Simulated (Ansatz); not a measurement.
The molecule SiP, multiplicity 2 (the spin of the measured ground state). The T1 diagnostic near the minimum is 0.072, so single-reference values are doubtful.

Constants: fifth-degree fit in 1/R to seven points, most abundant isotopes. Runs in def2 and cc sets follow the lowest solution found near the PBE0 minimum.

Programs: Ansatz (a first-principles code). 

```tsv
level	r_e (Å)	ω_e (cm⁻¹)	α_e (cm⁻¹)	ω_e x_e (cm⁻¹)	D_e (eV)	dipole (D)
PBE/def2-TZVPP	2.095	603	0.0013	2.1	3.97	0.83
r2SCAN/def2-TZVPP	2.078	628	0.0013	2.2	3.74	0.84
B97M-V/def2-TZVPP	2.072	637	0.0013	2.1	4.14	0.88
B3LYP/def2-TZVPP	2.079	622	0.0013	2.2	3.77	0.99
PBE0/def2-TZVPP	2.070	641	0.0013	2.2	3.69	0.94
CAM-B3LYP/def2-TZVPP	2.054	658	0.0012	2.2	3.63	1.06
wB97X-V/def2-TZVPP	2.049	676	0.0012	2.0	3.85	1.06
wB97M-V/def2-TZVPP	2.055	664	0.0012	2.0	3.91	1.10
```

D_e counts from each atom's lowest state at the same level, without counterpoise or zero-point energy.

Measured for the ground state: r_e 2.078 Å, ω_e 615.7 cm-1, ω_e x_e 2.34 cm-1 [NIST CCCBDB].
